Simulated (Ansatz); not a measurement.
System: LaF$_{2}$, charge 1, multiplicity 1. The spin state was set by rule; other spins were not relaxed. SMILES of the parent species: [F][La][F]
Structure (B3LYP-D3(BJ)/def2-TZVP (Ansatz, a program for electronic structure) minimum search):
```xyz
3

La     0.2797     0.0365    -0.0491
F     -1.2384     1.1360    -0.9247
F     -0.5330    -1.3671     1.2355
```
Charge +1, spin multiplicity 1.

Parts of the frozen-core correlation energy in def2-TZVPPD (Ansatz, hartree). Frozen orbitals: 6; correlated occupied orbitals by spin: 8 and 8; virtual: 125 and 125. No spin-orbit coupling. In def2 rows, elements after Kr have scalar-relativistic effective core potentials.

| term | value |
|---|---|
| reference (HF) | -230.06941 |
| MP2 opposite-spin | -0.41557 |
| MP2 same-spin | -0.15279 |
| CCSD correlation | -0.55734 |
| (T) | -0.01846 |
| T1 diagnostic | 0.018 |
| largest doubles amplitude | 0.013 |
